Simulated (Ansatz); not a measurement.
Ti2N2⁺. Total charge 1; doublet. Geometry r2SCAN-D4/def2-SVP, that of the neutral singlet; atoms count from 1.

```xyz
4

Ti   -0.8509   -0.3217    0.8631
Ti    0.8439    0.3251   -0.8686
N    -0.1176   -1.1170   -0.5323
N     0.1246    1.1135    0.5378
```

The structure comes from a short search, and lower isomers may exist.

(1) Estimate the Mulliken populations from the PBE0/def2-TZVP orbitals of Ansatz.

(2) Where does the spin sit?

(3) And the Mayer bond orders between heavy atoms (over 0.3)?

## Answers

(1) 
```json
{"atom": "Ti1", "charge (e)": "1.13", "spin (α − β)": "0.88", "d electrons": "2.45"}
{"atom": "Ti2", "charge (e)": "1.18", "spin (α − β)": "0.37", "d electrons": "2.46"}
{"atom": "N3", "charge (e)": "-0.65", "spin (α − β)": "-0.13", "d electrons": "–"}
{"atom": "N4", "charge (e)": "-0.65", "spin (α − β)": "-0.13", "d electrons": "–"}
```
Mulliken values depend strongly on the basis.

(2) Summed by element: Ti 1.26, N -0.26, of 1 unpaired in all. Largest on single atoms: Ti1 0.88, Ti2 0.37, N3 -0.13.

(3) Ti1–Ti2 0.86 (2.51 Å); Ti1–N3 1.39 (1.77 Å); Ti1–N4 1.39 (1.77 Å); Ti2–N3 1.63 (1.77 Å); Ti2–N4 1.63 (1.77 Å).
